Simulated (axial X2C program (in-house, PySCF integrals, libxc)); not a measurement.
Nuclear properties of GeCO

Computed with an axial X2C code built on PySCF integrals: two-component X2C with atomic mean-field Coulomb and Gaunt terms, Gaussian nuclei, basis Ge dyall-v3z, C dyall-v3z, O dyall-av3z with contracted cores.

Ge–C–O held linear, with bonds 1.927 and 1.150 Å (near the PBE0 minimum at charge 0 of the determinant lowest at the starting distance; the state shown can have its own minimum elsewhere, held linear; other orders of the atoms were not compared).

Determinant lowest in the PBE0 search, Ω = 1 (⟨Sz⟩ = 1.00, ⟨Lz⟩ = 0.00 at PBE0), spin on the atoms Ge 0.71, C 0.17, O 0.11:

```csv
level,Eeff magnitude (GV/cm),Ws magnitude Ge (kHz),A∥/gI Ge (MHz),qzz Ge (a.u.),A∥/gI C (MHz),qzz C (a.u.),A∥/gI O (MHz),qzz O (a.u.),μ (D)
PBE0,0.393,0.139,-248,-0.38,-18.2,-0.64,-16.8,-0.21,-0.80
HF,0.926,0.359,-150,0.09,-23.5,-0.90,10.7,-0.27,-0.30
TPSSh,0.418,0.153,-214,-0.32,-13.5,-0.61,-18.4,-0.20,-0.73
```

Determinant 0.56 eV from it at PBE0 and this distance, Ω = 0 (closed shell), highest spinor 63% Ge p, 15% C p, 10% O p:

```tsv
level	qzz Ge (a.u.)	qzz C (a.u.)	qzz O (a.u.)	μ (D)
PBE0	-0.42	-0.62	-0.20	-0.88
HF	-0.11	-0.87	-0.24	-0.64
TPSSh	-0.34	-0.59	-0.20	-0.80
```

Eeff is the effective electric field on the electron electric dipole moment in this Ω state and Ws the scalar–pseudoscalar constant of the nucleus named (defined with the proton number Z and per Ω); A∥ (defined per Ω) follows by multiplying with gI = μI/(I μN); qzz is the electric field gradient, eQq0 = 234.96 MHz × Q/barn × qzz; μ is positive if the O end (last atom) is positive. The operators were transformed with the bare-nucleus X2C matrices; with these basis sets, hyperfine constants and field gradients can be off by tens of per cent, and where levels differ in sign neither size nor sign is settled.

Task: With gI(73Ge) = -0.1954, gI(13C) = 1.4048, Q(17O) = -0.02558 barn (g factors from the IAEA table of nuclear moments by Stone; Q from Pyykkö, Mol. Phys. 2018), turn the PBE0 values of the first state into constants in MHz.

Result: A∥(73Ge) = -248 × -0.1954 = 48.5 MHz; A∥(13C) = -18.2 × 1.4048 = -25.6 MHz; eQq0(17O) = 234.96 × (-0.02558) × (-0.21) = 1.26 MHz.

The molecule was held linear; bending was not examined, so a bent shape may lie lower.

Each state is one determinant with collinear spin, which with several unpaired electrons need not be a pure state. Unrestricted Hartree–Fock can overshoot spin polarisation at the nuclei. A closed determinant beside an open π² or δ² triplet, such as (π1/2)², mixes with its partner pair into the 0⁺ component of the triplet and ¹Σ⁺, so its energy is not that of a level, and 0⁺ can lie lowest. With several open shells hyperfine constants can be off by a factor of several. Where Eeff spreads by more than a factor of two the levels disagree and none is to be relied on. Open-shell Ω = 0 determinants with evenly filled partner blocks cannot be reached by this program, so the Ω shown need not be the lowest component. The search compared states at one distance, so a state with another bond length can lie lower. Where a field gradient or hyperfine factor spreads by more than a factor of two over the levels, a constant derived from it is not to be relied on. PBE0 term energies can be off by some tenths of an eV.
